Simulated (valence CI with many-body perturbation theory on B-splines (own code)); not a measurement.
## Cs⁴⁺: calculated level list

Calculated by valence CI with perturbative core correlation (CI+MBPT): five valence electrons over a frozen Dirac-Fock core [Kr] 4d10, radial functions for each j: 11 s, 11 p, 10 d, 8 f, 5 g, 2 h, with the one-electron correlation potential Σ1, the two-electron term Σ2, the three-electron term Σ3, Breit, model QED; selected CI, second order for the rest, scaled by the run's own slope (own B-spline code, finite nucleus).

Against 41 measured levels this calculation errs by 280 cm⁻¹ on average and by 650 at most. These come from a selection out of Sansonetti, J. Phys. Chem. Ref. Data 38, 761 (2009). Levels without a partner in it may be off by more, other configurations by several thousand cm⁻¹. Among the levels kept, up to 2600 cm⁻¹ of a level comes from second order outside the variational space, and about a tenth of that is noise between levels of different J, which matters for small intervals. 3 measured levels below the end of the list, from 170737 cm⁻¹ on, found no clear computed partner, and computed levels of the same name lie up to 16699 cm⁻¹ from them.

Levels 181 to 196 of 196, with energies above the lowest level, (5s^2 5p1/2^2 5p3/2) J=3/2. "Leading %" is the weight of the configuration and term that name the level; weights of strongly mixed levels are sums over their largest components and can fall short. In the jj column 3d3/2^4 stands for four electrons in 3d with j = 3/2. Lifetimes count E1, E2, E3, M1 and M2 decay at the calculated energies, and are blank where another channel may lead or the interval is too uncertain; long ones can be off by a factor of two.

| No. | Configuration | Term | J | E (eV) | Leading % | Lifetime | Second component | Leading jj |
| --- | --- | --- | --- | --- | --- | --- | --- | --- |
| 181 | 5s²5p²6d | ²F | 5/2 | 38.427 | 35 | 525 ps | 29 % 5s²5p²6d ⁴F | 5s^2 5p1/2 5p3/2 6d3/2 (62 %) |
| 182 | 5s5p³5d | ²F° | 7/2 | 38.450 | 51 | 770 ps | 6 % 5s²5p5d² ²F° | 5s 5p1/2 5p3/2^2 5d5/2 (45 %) |
| 183 | 5s²5p²5f | ²D° | 5/2 | 38.462 | 22 | 234 ps | 9 % 5s5p³5d ⁴F° | 5s^2 5p1/2 5p3/2 5f7/2 (38 %) |
| 184 | 5s²5p²5f | ⁴D° | 7/2 | 38.498 | 28 | 189 ps | 24 % 5s²5p²5f ²G° | 5s^2 5p1/2 5p3/2 5f7/2 (42 %) |
| 185 | 5s5p³5d | ⁴D° | 1/2 | 38.505 | 30 | 59.7 ps | 22 % 5s5p³5d ²P° | 5s 5p1/2^2 5p3/2 5d3/2 (34 %) |
| 186 | 5s²5p²6d | ⁴D | 1/2 | 38.510 | 49 | 600 ps | 16 % 5s²5p²6d ²P | 5s^2 5p1/2 5p3/2 6d3/2 (65 %) |
| 187 | 5s5p³5d | ⁴P° | 3/2 | 38.510 | 40 | 61.3 ps | 19 % 5s5p³6s ⁴S° | 5s 5p1/2 5p3/2^2 5d5/2 (27 %) |
| 188 | 5s²5p²6d | ⁴P | 5/2 | 38.551 | 36 | 347 ps | 19 % 5s²5p²6d ²F | 5s^2 5p1/2 5p3/2 6d5/2 (65 %) |
| 189 | 4f5s5p³ | ²D | 3/2 | 38.581 | 49 | 1.13 ns | 10 % 4f5s5p³ ⁴F | 4f7/2 5s 5p1/2 5p3/2^2 (45 %) |
| 190 | 4f5s5p³ | ²G | 7/2 | 38.628 | 20 | 898 ps | 15 % 5s²5p²6d ⁴D | 4f7/2 5s 5p1/2 5p3/2^2 (29 %) |
| 191 | 5s5p³5d | ²D° | 3/2 | 38.653 | 31 | 97.3 ps | 21 % 5s5p³5d ⁴D° | 5s 5p1/2 5p3/2^2 5d5/2 (27 %) |
| 192 | 5s²5p²5f | ⁴D° | 5/2 | 38.670 | 21 | 177 ps | 11 % 5s5p³5d ⁴P° | 5s^2 5p1/2 5p3/2 5f5/2 (33 %) |
| 193 | 5s²5p²6d | ⁴D | 3/2 | 38.719 | 30 | 440 ps | 18 % 5s²5p²6d ⁴P | 5s^2 5p1/2 5p3/2 6d5/2 (58 %) |
| 194 | 4f5s5p³ | ²F | 5/2 | 38.722 | 47 | 1.12 ns | 7 % 5s²5p²6d ⁴D | 4f7/2 5s 5p1/2 5p3/2^2 (33 %) |
| 195 | 5s²5p²5f | ⁴G° | 7/2 | 38.778 | 41 | 190 ps | 13 % 5s²5p²5f ²G° | 5s^2 5p1/2 5p3/2 5f5/2 (70 %) |
| 196 | 5s²5p²6d | ⁴F | 9/2 | 38.793 | 45 | 704 ps | 23 % 5s²5p²6d ²G | 5s^2 5p1/2 5p3/2 6d5/2 (60 %) |

Where two levels of one J and parity lie close, their mixing, g and order are uncertain.
